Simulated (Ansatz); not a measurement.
Cost and result for the atomization energy of `[BH2][GaH][SiH3]` (9 atoms, 8 bonds).

Cartesian coordinates in Å:
```
B -1.2496 0.5811 -1.7221
Ga 0.3849 -0.2589 -0.7952
Si 0.6476 -0.2565 1.6149
H -2.2511 -0.0434 -1.9304
H -1.2744 1.7364 -2.0403
H 1.5617 -0.9536 -1.5810
H 0.7377 -1.6565 2.1210
H -0.4682 0.4124 2.3397
H 1.9114 0.4390 1.9933
```

The species carries charge 0 and has multiplicity 1. Correlated methods include outer-core shells of Ga, which these sets cover unevenly. Scalar relativity is left out up to krypton. All single points use the PBE0-D4/def2-TZVP geometry. Program: Ansatz. All runs use 2 threads of an Arm Neoverse V1 on a shared host. Times are those of one run each, without the atoms' runs, and a repeat can differ threefold. Electronic energies, without spin–orbit coupling; frozen cores. CCSD(T)/CBS adds CCSD(T) − MP2 in def2-TZVPP to the MP2 limit, and its time is that of the two runs behind it. T1 = 0.014. With those shells the extrapolation isn't a true limit. B3LYP takes the VWN-RPA correlation (the form of Gaussian; ORCA's B3LYP/G). HSE06 is the plane-wave form, built on full-range PBE exchange.

CCSD(T)/CBS is a level of theory with its own doubt, some kJ/mol a heavy atom from the limit and from the frozen cores, so smaller differences don't rank the functionals.

```csv
level,functions,wall time
BLYP-D4/def2-TZVPP,205,2.9 s
HSE06-D4/def2-TZVPP,205,4.4 s
CCSD(T)/def2-SVP,94,4.7 s
CAM-B3LYP-D4/def2-TZVPP,205,4.9 s
B3LYP-D4/def2-TZVPP (with forces),205,6.5 s
r2SCANh-D4/def2-TZVPP,205,7 s
PBE-QIDH/def2-TZVPP,205,7.5 s
ωB97X-V/def2-TZVPP,205,12 s
B97M-V/def2-TZVPP,205,15 s
ωB97M-V/def2-TZVPP (with forces),205,16 s
MP2/def2-QZVPP,396,26 s
CCSD(T)/def2-TZVPP,205,91 s
CCSD(T)/CBS(def2),–,120 s
```

Problem. What atomization energy does each give, and how far from CCSD(T)/CBS? (Estimate.)

Solution. The calculation gave: 
| level | atomization (kcal/mol) | difference from CCSD(T)/CBS | per bond |
| --- | --- | --- | --- |
| BLYP-D4/def2-TZVPP | 572.4 | -9.4 | -1.2 |
| HSE06-D4/def2-TZVPP | 576.6 | -5.2 | -0.6 |
| CCSD(T)/def2-SVP | 549.0 | -32.8 | -4.1 |
| CAM-B3LYP-D4/def2-TZVPP | 583.9 | 2.1 | 0.3 |
| B3LYP-D4/def2-TZVPP (with forces) | 581.2 | -0.6 | -0.1 |
| r2SCANh-D4/def2-TZVPP | 583.9 | 2.1 | 0.3 |
| PBE-QIDH/def2-TZVPP | 577.4 | -4.4 | -0.6 |
| ωB97X-V/def2-TZVPP | 587.0 | 5.2 | 0.7 |
| B97M-V/def2-TZVPP | 588.2 | 6.4 | 0.8 |
| ωB97M-V/def2-TZVPP (with forces) | 580.9 | -0.9 | -0.1 |
| MP2/def2-QZVPP | 571.8 | -10.0 | -1.3 |
| CCSD(T)/def2-TZVPP | 571.3 | -10.5 | -1.3 |
| CCSD(T)/CBS(def2) | 581.8 | 0.0 | 0.0 |

From r2SCAN to r2SCAN0 (25 % exact exchange), in def2-TZVPP and without D4, the atomization energy moves by −3.5 kcal/mol: exact exchange takes away binding that semilocal exchange gives to molecules. In def2-TZVPP, CCSD(T) changes the Hartree–Fock value by +120.7 kcal/mol (the triples alone add +4.3 kcal/mol) and MP2 by +115.0 kcal/mol; breaking electron pairs costs correlation energy, which Hartree–Fock lacks. The D4 term adds +6.2 kcal/mol with B3LYP and +3.2 kcal/mol with PBE0; it sums over pairs of atoms, weighted by their polarisabilities, and B3LYP, whose exchange is more repulsive, gets the larger term.
